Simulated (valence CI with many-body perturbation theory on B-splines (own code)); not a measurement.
# From CI to CI+MBPT in Yb62+

Calculated by configuration interaction combined with many-body perturbation theory (CI+MBPT): six valence electrons over a frozen Dirac-Fock core [He], radial functions for each j: 9 s, 9 p, 8 d, 6 f, 3 g, 1 h, with the one-electron correlation potential Σ1, the two-electron term Σ2, the three-electron term Σ3, Breit, model QED; selected CI, second order for the rest, scaled by the run's own slope (own B-spline code, finite nucleus).

The last digits are not significant, and no measured levels were compared; by estimate large intervals hold to a few tenths of a per cent, small ones and those within an open d or f shell to about a per cent. Among the levels kept, up to 2100 cm⁻¹ of a level comes from second order outside the variational space, and about a tenth of that is noise between levels of different J, which matters for small intervals.

Each rung adds one term. CI alone is the Dirac-Coulomb CI over the frozen core; QED comes last and gives the full result, which names the levels. Energies are above (2s^2 2p1/2^2 2p3/2^2) J=2 on the same rung, in × 10³ cm⁻¹.

Levels are named by their leading jj configuration (3d3/2^4 stands for four electrons in 3d with j = 3/2), which in mixed levels can hold well under half, so a name can repeat and another be missing.

```csv
Level,CI alone,Σ1,Σ2,Σ3,Breit,QED,Full
(2s^2 2p1/2^2 2p3/2^2) J=0,394.34,+0.01,+2.25,-0.37,+56.24,-0.51,451.95
(2s^2 2p1/2 2p3/2^3) J=1,8808.5,+1.50,+0.81,-0.42,-86.79,+12.20,8735.8
(2s^2 2p1/2 2p3/2^3) J=2,9012.2,+1.50,+0.75,-0.66,-140.19,+12.49,8886.1
(2s 2p1/2^2 2p3/2^3) J=2,11878,-1.10,-2.78,-1.79,-11.52,-105.56,11755
(2s 2p1/2^2 2p3/2^3) J=1,12488,-1.09,-3.72,-2.88,+6.27,-105.93,12381
(2s^2 2p3/2^4) J=0,17967,+2.98,+2.86,-1.14,-193.53,+23.57,17802
(2s 2p1/2 2p3/2^4) J=0,20774,+0.40,-0.34,-2.11,-99.31,-93.58,20579
(2s 2p1/2 2p3/2^4) J=1,21103,+0.40,-2.20,-2.73,-127.71,-93.56,20877
(2p1/2^2 2p3/2^4) J=0,24648,-2.16,-5.81,-4.61,+6.71,-210.42,24431
(2s^2 2p1/2^2 2p3/2 3s) J=2,62254,+2.12,+1.39,-1.69,-74.15,+20.31,62202
(2s^2 2p1/2^2 2p3/2 3s) J=1,62319,+2.12,+1.94,-1.69,-71.14,+19.98,62270
(2s^2 2p1/2^2 2p3/2 3p1/2) J=1,63146,+1.57,+1.05,-1.69,-30.05,-13.74,63103
(2s^2 2p1/2^2 2p3/2 3p1/2) J=2,63173,+1.57,+0.56,-1.69,-44.62,-13.48,63116
(2s^2 2p1/2^2 2p3/2 3p3/2) J=3,65691,+1.90,+1.20,-1.69,-83.08,-10.12,65599
(2s^2 2p1/2^2 2p3/2 3p3/2) J=1,65688,+1.90,+1.22,-1.69,-77.87,-10.15,65602
(2s^2 2p1/2^2 2p3/2 3p3/2) J=2,65902,+1.90,+0.24,-1.69,-74.30,-9.84,65818
(2s^2 2p1/2^2 2p3/2 3p3/2) J=0,66075,+1.90,+2.22,-1.69,-53.11,-10.12,66014
(2s^2 2p1/2^2 2p3/2 3d3/2) J=2,66601,+2.22,+1.62,-1.62,-76.65,-14.29,66512
(2s^2 2p1/2^2 2p3/2 3d3/2) J=3,66678,+2.22,+2.29,-1.65,-92.16,-14.50,66574
```

The middle columns are the shifts that each term adds.

Task: How does the ionisation energy move along the ladder, and which term matters most?

Result: CI alone 14451, + Σ1 14451, + Σ2 14452, + Σ3 14452, + Breit 14438, + QED 14436 eV. The largest step is Breit, -14 eV. NIST lists 14435 ± 15 eV (theoretical).
